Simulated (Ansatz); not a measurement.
Stretching the Te1–F3 bond in FHTe (SMILES F[TeH]) (multiplicity 1 held, fragments rigid). Energies count from the point at 1.928 Å.
Geometry at that point (charge 0, multiplicity 1):
```xyz
3

Te     0.18519    -0.06058     0.20051
H      1.31186    -0.30942    -1.00397
F     -1.21573     0.38440    -1.04697
```

Signs of static correlation in def2-SVP, from Ansatz (a first-principles code) runs.

| R (Å) | T1 of restricted CCSD | ⟨S²⟩ of UHF | largest double amplitude of restricted CCSD |
|---|---|---|---|
| 1.542 | 0.010 | 0.000 | 0.057 |
| 1.735 | 0.012 | 0.000 | 0.057 |
| 1.928 | 0.015 | 0.000 | 0.067 |
| 2.121 | 0.019 | 0.000 | 0.070 |
| 2.313 | 0.026 | 0.409 | 0.090 |
| 2.603 | … | … | 0.223 |
| 2.892 | 0.063 | 0.945 | 0.345 |
| 3.374 | 0.104 | 1.002 | 0.608 |
| 3.856 | 0.132 | 1.012 | 0.848 |
| 4.434 | 0.146 | 1.012 | 1.012 |
| 5.205 | 0.148 | 1.012 | 1.086 |
| 6.169 | 0.142 | 1.012 | 1.089 |

Question: Complete the blanks.

Answer: 
- 2.603, T1 of restricted CCSD: 0.041
- 2.603, ⟨S²⟩ of UHF: 0.832

Doubts at one or more of the structures used: a restricted determinant that unrestricted orbitals would lower (R-CCSD(T)/def2-SVP); other coupled-cluster roots lie near (R-CCSD(T)/def2-SVP); T1 above 0.05 (R-CCSD(T)/def2-SVP, U-CCSD(T)/def2-SVP); a spin-contaminated determinant (U-CCSD(T)/def2-SVP); the program's own flag: other amplitudes (U-CCSD(T)/def2-SVP).
